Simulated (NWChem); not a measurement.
System: C2H5Al; SMILES [AlH2][CH]=C

The following NWChem deck was run.

```
start job
memory heap 200 mb stack 900 mb global 1100 mb
geometry units angstroms noautoz
  Al     0.073952     1.199428     0.000066
  H      1.645091     1.459126    -0.001900
  H     -0.957431     2.410705     0.002209
  C     -0.520287    -0.653420     0.000053
  C      0.375296    -1.656482     0.000030
  H     -1.581121    -0.942338     0.000429
  H      0.084739    -2.715706     0.000395
  H      1.457079    -1.468451    -0.000377
end
basis spherical
  Al library 6-31g*
  H library 6-31g*
  C library 6-31g*
end
dft
  xc b3lyp
  grid coarse
  iterations 150
  mulliken
end
task dft gradient
```

NWChem printed, in part:

```
             Northwest Computational Chemistry Package (NWChem) 7.3.0
             --------------------------------------------------------

 CS  symmetry detected

                             Geometry "geometry" -> ""
                             -------------------------

 Output coordinates in angstroms (scale by  1.889725989 to convert to a.u.)

  No.       Tag          Charge          X              Y              Z
 ---- ---------------- ---------- -------------- -------------- --------------
    1 Al                  13.0000     0.07582691     1.18214168     0.00000000
    2 H                    1.0000     1.65239643     1.40653370     0.00000000
    3 H                    1.0000    -0.92812862     2.41624788     0.00000000
    4 C                    6.0000    -0.55982184    -0.65691142     0.00000000
    5 C                    6.0000     0.31303710    -1.67980896     0.00000000
    6 H                    1.0000    -1.62686943    -0.92196225     0.00000000
    7 H                    1.0000    -0.00120531    -2.73224928     0.00000000
    8 H                    1.0000     1.39876554    -1.51608963     0.00000000

 Effective nuclear repulsion energy (a.u.)      83.5704898410

      Symmetry information
      --------------------

 Group name             Cs
 Group number              2
 Group order               2
 No. of unique centers     8

                                 NWChem DFT Module
                                 -----------------

 Summary of "ao basis" -> "ao basis" (spherical)
 ------------------------------------------------------------------------------
       Tag                 Description            Shells   Functions and Types
 ---------------- ------------------------------  ------  ---------------------
 Al                          6-31g*                  8       18   4s3p1d
 H                           6-31g*                  2        2   2s
 C                           6-31g*                  6       14   3s2p1d

      Symmetry analysis of basis
      --------------------------

        a'         43
        a"         13

            General Information
            -------------------
          SCF calculation type: DFT
          Wavefunction type:  closed shell.
          No. of atoms     :     8
          No. of electrons :    30
           Alpha electrons :    15
            Beta electrons :    15
          Charge           :     0
          Spin multiplicity:     1
          Use of symmetry is: on ; symmetry adaption is: on
          Maximum number of iterations: 150
          AO basis - number of functions:    56
                     number of shells:    30
          Convergence on energy requested:  1.00D-06
          Convergence on density requested:  1.00D-05
          Convergence on gradient requested:  5.00D-04

              XC Information
              --------------
                         B3LYP Method XC Potential
                     Hartree-Fock (Exact) Exchange  0.200
                        Slater Exchange Functional  0.800 local
                    Becke 1988 Exchange Functional  0.720 non-local
              Lee-Yang-Parr Correlation Functional  0.810
                  VWN I RPA Correlation Functional  0.190 local

             Grid Information
             ----------------
          Grid used for XC integration:  coarse
          Radial quadrature: Mura-Knowles
          Angular quadrature: Lebedev.
          Tag              B.-S. Rad. Rad. Pts. Rad. Cut. Ang. Pts.
          ---              ---------- --------- --------- ---------
          Al                  1.25       70          10.0       302
          H                   0.35       35          12.0       302
          C                   0.70       35          10.0       302
          Grid pruning is: on
          Number of quadrature shells:   315
          Spatial weights used:  Erf1

      Superposition of Atomic Density Guess
      -------------------------------------

 Sum of atomic energies:        -319.67032169

      Non-variational initial energy
      ------------------------------

 Total energy =    -320.866811
 1-e energy   =    -605.630990
 2-e energy   =     201.193690
 HOMO         =      -0.315996
 LUMO         =      -0.038031

      Symmetry analysis of molecular orbitals - initial
      -------------------------------------------------

  Numbering of irreducible representations:

     1 a'          2 a"

  Orbital symmetries:

     1 a'          2 a'          3 a'          4 a'          5 a'
     6 a'          7 a"          8 a'          9 a'         10 a'
    11 a'         12 a'         13 a'         14 a"         15 a'
    16 a"         17 a"         18 a'         19 a'         20 a'
    21 a'         22 a'         23 a'         24 a'         25 a"

     ---------------------------------------------
      Total Density - Mulliken Population Analysis
     ---------------------------------------------

[...]

                         DFT ENERGY GRADIENTS

    atom               coordinates                        gradient
                 x          y          z           x          y          z
   1 Al      0.143292   2.233924   0.000000   -0.000175   0.000163   0.000000
   2 H       3.122576   2.657963   0.000000   -0.000123  -0.000137   0.000000
   3 H      -1.753909   4.566046   0.000000    0.000260  -0.000322   0.000000
   4 C      -1.057910  -1.241383   0.000000    0.004731  -0.000346   0.000000
   5 C       0.591554  -3.174379   0.000000   -0.003653   0.004307   0.000000
   6 H      -3.074337  -1.742256   0.000000   -0.004073  -0.000909   0.000000
   7 H      -0.002278  -5.163202   0.000000   -0.001925  -0.003944   0.000000
   8 H       2.643284  -2.864994   0.000000    0.004959   0.001188   0.000000
```

Level: B3LYP/6-31G* (spherical d). All runs use the structure optimised with PBE0/def2-SVP.
